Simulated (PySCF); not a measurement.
PySCF input (HF/def2-TZVPD):

```python
from pyscf import gto, scf, dft

mol = gto.M(
    atom='''
    Sb    0.06926109   -0.44654854    0.01206463
    I    -2.80034917   -1.40392318    0.00871893
    I    -0.36021384    2.32241440   -0.06274586
    I     3.09391554   -0.48879357    0.04241756
    ''',
    basis='def2-tzvpd',
    ecp='def2-tzvp',
    charge=-1,
    spin=1,
    verbose=4,
)

mf = scf.UHF(mol).density_fit(auxbasis='def2-universal-jkfit')
mf.conv_tol = 1e-9
mf.max_cycle = 100
mf.max_memory = 1500
mf.kernel()
if not mf.converged:
    mf = mf.newton()
    mf.kernel(mf.make_rdm1())
for _ in range(2):
    mo, _, stable, _ = mf.stability(return_status=True)
    if stable:
        break
    mf.kernel(mf.make_rdm1(mo, mf.mo_occ))
mf.analyze()
```

Output:

```
PySCF version 2.14.0

[INPUT] verbose = 4
[INPUT] num. atoms = 4
[INPUT] num. electrons = 99
[INPUT] charge = -1
[INPUT] spin (= nelec alpha-beta = 2S) = 1
[INPUT] symmetry False subgroup None
[INPUT] Mole.unit = angstrom
[INPUT] Symbol           X                Y                Z      unit          X                Y                Z       unit  Magmom
[INPUT]  1 Sb     0.069261090000  -0.446548540000   0.012064630000 AA    0.130884491189  -0.843854441924   0.022798846494 Bohr   0.0
[INPUT]  2 I     -2.800349170000  -1.403923180000   0.008718930000 AA   -5.291892984453  -2.653030310128   0.016476389799 Bohr   0.0
[INPUT]  3 I     -0.360213840000   2.322414400000  -0.062745860000 AA   -0.680705503878   4.388727163746  -0.118572490850 Bohr   0.0
[INPUT]  4 I      3.093915540000  -0.488793570000   0.042417560000 AA    5.846653023136  -0.923685978748   0.080157571272 Bohr   0.0

nuclear repulsion = 513.651799920333
number of shells = 75
number of NR pGTOs = 409
number of NR cGTOs = 233
basis = def2-tzvpd
ecp = def2-tzvp

******** <class 'pyscf.df.df_jk.DFUHF'> ********
method = DFUHF
initial guess = minao
damping factor = 0
level_shift factor = 0
DIIS = <class 'pyscf.scf.diis.CDIIS'>
diis_start_cycle = 1
diis_space = 8
diis_damp = 0
SCF conv_tol = 1e-09
SCF conv_tol_grad = None
SCF max_cycles = 100
direct_scf = False
number electrons alpha = 50  beta = 49
Set gradient conv threshold to 3.16228e-05
******** <class 'pyscf.df.df.DF'> ********
auxbasis = def2-universal-jkfit
init E= -959.124625194988
  alpha nocc = 50  HOMO = -1.43822951871023  LUMO = -1.38334958942769
  beta  nocc = 49  HOMO = -1.60318007475701  LUMO = -1.43822951871023

WARN: HOMO -1.43822951871023 >= LUMO -1.43822951871023

cycle= 1 E= -1126.17438026654  delta_E= -167  |g|=  3.6  |ddm|= 26.6
  alpha nocc = 50  HOMO = 0.0830310773098741  LUMO = 0.130310397284596
  beta  nocc = 49  HOMO = 0.0926708961833054  LUMO = 0.124842017805255
  HOMO = 0.0926708961833  LUMO = 0.124842017805  gap/eV = 0.87542
cycle= 2 E= -1128.626357473  delta_E= -2.45  |g|= 1.79  |ddm|= 8.22
  alpha nocc = 50  HOMO = -0.194952009473202  LUMO = 0.0965120998362972
  beta  nocc = 49  HOMO = -0.177159690345142  LUMO = 0.0675256687028201
  HOMO = -0.177159690345  LUMO = 0.0675256687028  gap/eV = 6.65823
cycle= 3 E= -1129.42500541211  delta_E= -0.799  |g|= 0.247  |ddm|= 4.56
  alpha nocc = 50  HOMO = -0.169833645904313  LUMO = 0.123333098725859
  beta  nocc = 49  HOMO = -0.15798866153296  LUMO = 0.118701791866135
  HOMO = -0.157988661533  LUMO = 0.118701791866  gap/eV = 7.52913
cycle= 4 E= -1129.44364473718  delta_E= -0.0186  |g|= 0.132  |ddm|= 0.433
  alpha nocc = 50  HOMO = -0.174627308167528  LUMO = 0.118981602426804
  beta  nocc = 49  HOMO = -0.16501285760279  LUMO = 0.115065520127597
[...]
  beta  nocc = 49  HOMO = -0.169754977060451  LUMO = 0.118562110004651
  HOMO = -0.16975497706  LUMO = 0.118562110005  gap/eV = 7.84551
Extra cycle  E= -1129.44920801277  delta_E= -8.14e-11  |g|= 4.79e-06  |ddm|= 1.98e-05
converged SCF energy = -1129.44920801277  <S^2> = 0.76820986  2S+1 = 2.0181277
uhf_internal: lowest eigs of H = [0.11508578 0.13937114 0.15367688]
<class 'pyscf.df.df_jk.DFUHF'> wavefunction is stable in the internal stability analysis
**** SCF Summaries ****
Total Energy =                       -1129.449208012767031
Nuclear Repulsion Energy =             513.651799920332564
One-electron Energy =                -3013.912358472394772
Two-electron Energy =                 1370.811350539295290
Two-electron Coulomb Energy =         1453.031204407211817
DFT Exchange-Correlation Energy =      -82.219853867916527
HOMO-LUMO gap [eV] =                     7.845507552290432
**** MO energy ****
                             alpha | beta                alpha | beta
MO #1   energy= -7.60770559674683  | -7.60750133982142  occ= 1 | 1
MO #2   energy= -7.56242678938895  | -7.56235799971714  occ= 1 | 1
MO #3   energy= -7.56242566528644  | -7.56235696500027  occ= 1 | 1
MO #4   energy= -6.45837179120404  | -6.4535931248199   occ= 1 | 1
MO #5   energy= -5.45934268742588  | -5.45974683770017  occ= 1 | 1
MO #6   energy= -5.45437384207168  | -5.45359726011563  occ= 1 | 1
MO #7   energy= -5.45363616710002  | -5.45341520120912  occ= 1 | 1
MO #8   energy= -5.41205910092468  | -5.41251911253619  occ= 1 | 1
MO #9   energy= -5.41205813476274  | -5.41251812782751  occ= 1 | 1
MO #10  energy= -5.41002092101329  | -5.40965352986368  occ= 1 | 1
MO #11  energy= -5.41002045380967  | -5.40965303032496  occ= 1 | 1
MO #12  energy= -5.40961926176051  | -5.40929940780565  occ= 1 | 1
MO #13  energy= -5.40961876260315  | -5.40929893762222  occ= 1 | 1
MO #14  energy= -4.52619774774134  | -4.52503318273349  occ= 1 | 1
MO #15  energy= -4.52529193212839  | -4.52425891811026  occ= 1 | 1
MO #16  energy= -4.52378311708248  | -4.51147096620904  occ= 1 | 1
MO #17  energy= -2.1544713388869   | -2.15457081899534  occ= 1 | 1
MO #18  energy= -2.15215508959206  | -2.15186955942821  occ= 1 | 1
MO #19  energy= -2.15157515092016  | -2.15176540286535  occ= 1 | 1
MO #20  energy= -2.14561794945076  | -2.14519126203785  occ= 1 | 1
MO #21  energy= -2.14560833908568  | -2.14519090646828  occ= 1 | 1
MO #22  energy= -2.10667795820876  | -2.10684477126412  occ= 1 | 1
MO #23  energy= -2.10666543499018  | -2.10683536022869  occ= 1 | 1
MO #24  energy= -2.1055861829218   | -2.10561080889495  occ= 1 | 1
MO #25  energy= -2.10557893161169  | -2.10560428337973  occ= 1 | 1
MO #26  energy= -2.10538199317359  | -2.10546489045709  occ= 1 | 1
MO #27  energy= -2.1053745001645   | -2.10545897891284  occ= 1 | 1
MO #28  energy= -2.10271337071013  | -2.10241823623398  occ= 1 | 1
MO #29  energy= -2.10271314218528  | -2.10241748345713  occ= 1 | 1
MO #30  energy= -2.10271013442078  | -2.10241745764884  occ= 1 | 1
MO #31  energy= -2.10270992048879  | -2.10241674782178  occ= 1 | 1
MO #32  energy= -1.55676186329843  | -1.55645164863639  occ= 1 | 1
MO #33  energy= -1.5549963774537   | -1.55488629934293  occ= 1 | 1
MO #34  energy= -1.55243573334205  | -1.5458040119023   occ= 1 | 1
MO #35  energy= -1.55177061803192  | -1.54476112704402  occ= 1 | 1
MO #36  energy= -1.55122912531745  | -1.54250623685131  occ= 1 | 1
MO #37  energy= -0.771246060449646 | -0.764943373100428 occ= 1 | 1
MO #38  energy= -0.719215112990555 | -0.716108213545986 occ= 1 | 1
MO #39  energy= -0.714307936578299 | -0.713531954507156 occ= 1 | 1
MO #40  energy= -0.575429942838706 | -0.513802987866302 occ= 1 | 1
MO #41  energy= -0.299535260495784 | -0.295393114809343 occ= 1 | 1
MO #42  energy= -0.298869222764094 | -0.294663431545962 occ= 1 | 1
MO #43  energy= -0.291626816654626 | -0.258253735083322 occ= 1 | 1
MO #44  energy= -0.250108052294486 | -0.250031197333207 occ= 1 | 1
MO #45  energy= -0.238750700892949 | -0.218849721025672 occ= 1 | 1
MO #46  energy= -0.223289229198842 | -0.21719543942153  occ= 1 | 1
MO #47  energy= -0.216703298839812 | -0.215801054853327 occ= 1 | 1
MO #48  energy= -0.214478369030578 | -0.214545175301548 occ= 1 | 1
MO #49  energy= -0.183116763895579 | -0.169754977060451 occ= 1 | 1
MO #50  energy= -0.175681079908339 | 0.118562110004651  occ= 1 | 0
MO #51  energy= 0.116574992356296  | 0.118796284507784  occ= 0 | 0
MO #52  energy= 0.125239177972127  | 0.126428654134175  occ= 0 | 0
MO #53  energy= 0.134243185546958  | 0.13440558025799   occ= 0 | 0
MO #54  energy= 0.142980501791007  | 0.149438747687834  occ= 0 | 0
MO #55  energy= 0.147931826159415  | 0.150509606879201  occ= 0 | 0
MO #56  energy= 0.155196960181726  | 0.155623572039362  occ= 0 | 0
MO #57  energy= 0.158409552039651  | 0.159354703879563  occ= 0 | 0
MO #58  energy= 0.159275604000073  | 0.159992041696597  occ= 0 | 0
MO #59  energy= 0.159659368756659  | 0.160057095793193  occ= 0 | 0
MO #60  energy= 0.166493013321315  | 0.168474876782023  occ= 0 | 0
MO #61  energy= 0.181613647275286  | 0.190283662544789  occ= 0 | 0
MO #62  energy= 0.192922885174576  | 0.197836373691451  occ= 0 | 0
MO #63  energy= 0.252996899590221  | 0.256609874735624  occ= 0 | 0
MO #64  energy= 0.258483660868329  | 0.265416746701281  occ= 0 | 0
MO #65  energy= 0.264672659955454  | 0.267217491554507  occ= 0 | 0
MO #66  energy= 0.26541744534416   | 0.267984890062695  occ= 0 | 0
MO #67  energy= 0.266972862976273  | 0.270190616498121  occ= 0 | 0
MO #68  energy= 0.289094516271549  | 0.290977493621658  occ= 0 | 0
MO #69  energy= 0.298510571111503  | 0.299979865742076  occ= 0 | 0
MO #70  energy= 0.298550109457658  | 0.302082039866186  occ= 0 | 0
MO #71  energy= 0.301586664854963  | 0.305355334327096  occ= 0 | 0
MO #72  energy= 0.308032392029493  | 0.310456273116448  occ= 0 | 0
MO #73  energy= 0.309951900713427  | 0.31060470608189   occ= 0 | 0
MO #74  energy= 0.312091254849058  | 0.328006019893681  occ= 0 | 0
MO #75  energy= 0.33023911438435   | 0.331368367737424  occ= 0 | 0
MO #76  energy= 0.333191080775804  | 0.336760426164059  occ= 0 | 0
MO #77  energy= 0.335365036859906  | 0.339560370659307  occ= 0 | 0
MO #78  energy= 0.341408645459439  | 0.343597913190174  occ= 0 | 0
MO #79  energy= 0.355105807961065  | 0.35856580519108   occ= 0 | 0
MO #80  energy= 0.361797353536025  | 0.362061502898062  occ= 0 | 0
MO #81  energy= 0.364024297037825  | 0.365103004648043  occ= 0 | 0
MO #82  energy= 0.367790601343592  | 0.368786881682942  occ= 0 | 0
MO #83  energy= 0.371134399593126  | 0.374966535489701  occ= 0 | 0
MO #84  energy= 0.384144079207201  | 0.384820709867062  occ= 0 | 0
MO #85  energy= 0.384298084628111  | 0.401026649568401  occ= 0 | 0
MO #86  energy= 0.440732965197242  | 0.442524565744227  occ= 0 | 0
MO #87  energy= 0.46434339644933   | 0.466669442076448  occ= 0 | 0
MO #88  energy= 0.475257732234294  | 0.4773887579455    occ= 0 | 0
MO #89  energy= 0.497991058095053  | 0.502288146129047  occ= 0 | 0
MO #90  energy= 0.501765627563596  | 0.515872843511723  occ= 0 | 0
MO #91  energy= 0.510267051192668  | 0.516512082756669  occ= 0 | 0
MO #92  energy= 0.512251217918793  | 0.529009162260472  occ= 0 | 0
MO #93  energy= 0.514827388709883  | 0.53051894609482   occ= 0 | 0
MO #94  energy= 0.518193036833253  | 0.540935508323189  occ= 0 | 0
MO #95  energy= 0.547825740315982  | 0.549396781298555  occ= 0 | 0
MO #96  energy= 0.55771602862227   | 0.559151741841955  occ= 0 | 0
MO #97  energy= 0.568145312772304  | 0.570853144740793  occ= 0 | 0
MO #98  energy= 0.595553365057467  | 0.598947020180504  occ= 0 | 0
MO #99  energy= 0.602588727298106  | 0.602509486898795  occ= 0 | 0
MO #100 energy= 0.61264194657851   | 0.616568386921006  occ= 0 | 0
MO #101 energy= 0.628031084416133  | 0.629625372675278  occ= 0 | 0
MO #102 energy= 0.630743359169501  | 0.633608887150481  occ= 0 | 0
MO #103 energy= 0.631473322302578  | 0.635420475634727  occ= 0 | 0
MO #104 energy= 0.635601314341041  | 0.64043543031789   occ= 0 | 0
[...]
```
